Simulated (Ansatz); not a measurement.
`[AlH2][O]B1CC1`. Total charge 0; spin multiplicity 1. The structure was optimised at the PBE0-D4/def2-TZVP level. It is one conformer, not always the lowest.

```xyz
11

Al   -1.404   -1.808    1.581
O    -0.555   -0.711    0.624
B     0.113    0.148   -0.128
C     1.080    1.322   -0.224
C     0.466    0.668   -1.517
H    -2.847   -1.384    2.052
H    -0.683   -3.167    1.925
H     2.148    1.186   -0.075
H     0.756    2.335    0.003
H    -0.231    1.281   -2.082
H     1.159    0.130   -2.158
```

What is the dipole moment at ωB97M-V/def2-TZVPP? (Best estimate.)

The calculation gave: 1.01 D, with components (-0.51, -0.66, 0.58) D in this frame, pointing from negative to positive charge.

And with PBE, r2SCAN, B3LYP? (Best estimate.)

The calculation gave: PBE 0.74 D, r2SCAN 0.78 D, B3LYP 0.91 D.

Give the Mulliken charges with ωB97M-V, B3LYP, r2SCAN in def2-TZVPP. (Best estimate.)

Computed: 
```
atom  ωB97M-V  B3LYP  r2SCAN
 Al1     0.35   0.37    0.46
  O2    -0.41  -0.35   -0.42
  B3     0.50   0.44    0.48
  C4    -0.32  -0.28   -0.25
  C5    -0.32  -0.28   -0.25
  H6    -0.10  -0.13   -0.14
  H7    -0.10  -0.13   -0.14
  H8     0.10   0.09    0.07
  H9     0.10   0.09    0.07
 H10     0.10   0.09    0.07
 H11     0.10   0.09    0.07
```

B3LYP here is the variant with VWN-RPA as its local correlation; programs differ in this.
